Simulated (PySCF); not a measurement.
**First hyperpolarisability: `COc1cccc2c1C=C2`, C$_{9}$H$_{8}$O**

Geometry (Å), atoms numbered from 1 in this order:
```xyz
18

C    -2.7497    0.0070   -0.0243
O    -1.4954   -0.6018   -0.1462
C    -0.3857    0.1553   -0.0193
C    -0.3967    1.5680    0.2383
C     0.7725    2.2911    0.3582
C     2.0602    1.6868    0.2349
C     2.0466    0.3449   -0.0095
C     0.8557   -0.4090   -0.1348
C     1.6979   -1.6467   -0.3683
C     2.8408   -0.9323   -0.2499
H    -2.8955    0.4615    0.9717
H    -2.9115    0.7818   -0.7945
H    -3.4973   -0.7850   -0.1612
H    -1.3482    2.0905    0.3430
H     0.7048    3.3640    0.5543
H     2.9722    2.2784    0.3336
H     1.4715   -2.6963   -0.5570
H     3.9018   -1.1769   -0.3048
```

Computed, not measured: PySCF 2.14.0, quadratic response CAM-B3LYP/aug-cc-pVDZ first hyperpolarisability, Taylor convention, gas phase. Geometry: PBE0-D3(BJ)/def2-SVP.

**Question.** What is the first hyperpolarisability, and how does it disperse?

**Answer.** In au, Taylor convention; the vector part is βᵢ = ⅓ Σⱼ (βᵢⱼⱼ + βⱼᵢⱼ + βⱼⱼᵢ); β∥ is 3/5 of the vector part along the dipole, the dipole points from − to +:
```csv
process,λ (nm),β vector norm,β∥,β HRS,depolarisation ratio
"static β(0;0,0)",∞,373.9,197.2,140.9,7.46
"second harmonic β(−2ω;ω,ω)",1907,414.9,223.2,155.7,7.75
"Pockels β(−ω;ω,0)",1907,386.6,205.2,–,–
"second harmonic β(−2ω;ω,ω)",1064,565.8,318.2,211.3,8.60
"Pockels β(−ω;ω,0)",1064,418.1,225.2,–,–
```

**Question.** Which lowest excitations, dipole and polarisabilities go with it?

**Answer.** S1 2.89 eV (f = 0.003); S2 4.25 eV (f = 0.022); S3 5.00 eV (f = 0.008); dipole 0.86 D; isotropic α 110.8 au static, 111.3 au at 1907 nm, 112.4 au at 1064 nm, 112.8 au at 953.5 nm, 118.2 au at 532 nm.
